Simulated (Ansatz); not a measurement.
Input file for Ansatz (a first-principles code): U-revPBE/def2-TZVPPD on H (SMILES [H]). The basis file is the Basis Set Exchange's JSON of that set.

Ansatz 0.2 input:
```yaml
crystal:
  periodic: [false, false, false]
  atoms:
    - {symbol: H, position_ang: [0.00000000, 0.00000000, 0.00000000]}
basis:
  gaussian:
    orbitals: def2-TZVPPD.json
hamiltonian:
  xc: {name: revPBE}
magnetization: {spin_polarized: true, initial_magnetization: 1}
```

The log:

```
WARN ansatz: RAYON_NUM_THREADS=1 ignored (pool sized by the plan → 1); use --threads N
Functional definition: revPBE
integrals: 0.00 GiB planned
59 factors; their error is unknown
mean field: 0.04 GiB planned
mean field evaluation 1: about -13.7139 eV, gradient 5.4e-1 eV
mean field evaluation 2: about -13.7180 eV, gradient 8.4e-2 eV
mean field evaluation 4: about -13.7178 eV, gradient 4.5e-4 eV
mean field evaluation 8: about -13.7178 eV, gradient 8.1e-6 eV
mean field -13.71784905 eV, -0.5041216543 hartree, gradient 8.1e-6 eV, S^2 0.750000; 0 other end points of the search recorded, 0 dependent functions left out
reference -13.71787487 eV, -0.5041226032 hartree; 1, 0 occupied and 16, 17 virtual orbitals, 59 factors
Total energy: -13.71787487 eV, -0.5041226032 hartree
```

Self-consistency was reached.

Cost: around 0.15 core-seconds (rough).
